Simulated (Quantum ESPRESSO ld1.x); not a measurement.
Results of a calculation; reference values are marked as such.
One sound ld1.x (Quantum ESPRESSO 7.5) input for neutral boron gives E = -24.351 hartree in 30 iterations:

```
 &input
    zed=5.0,
    iswitch=1,
    rel=2,
    dft='PZ',
    config='[He] 2s2 2p1',
    lsmall=.true.,
    prefix='ld1',
    max_out_wfc=37,
    file_charge='ld1.rho',
 /
```

Changed or added lines, one case at a time, and what came of them:

- cau_fact=3.42: crashed. The program stops in dirsol with "no classical turning point found": with c below Z the Dirac equation of a point nucleus has no 1s solution.
- atom='B': harmless. atom and zed name the same element, and the result equals that of the sound run.
- tr2=1e-25: usable despite the warning. The threshold lies below the rounding noise, so the cycle runs to its limit and warns, but the energy differs from the sound run by less than 1e-5 hartree.
- config='[Yb] 2s2 2p1': refused. The program stops in el_config with "wrong core: Yb": the cores known are He, Ne, Ar, Kr, Xe, Hg and Rn.
- dft='M06L': refused. The program stops in ld1_setup with "meta-GGA not implemented for fully-relativistic case": ld1.x has meta-GGAs only for rel = 0 or 1.
- dft='XYZ': refused. The program stops in set_dft_from_name with "XYZ: unrecognized dft": the name is not a functional that the program knows.
- config='[He] 2s2 2p1 5g1': refused. The program stops in el_config with "l not found:G": the config string knows s, p, d and f alone.
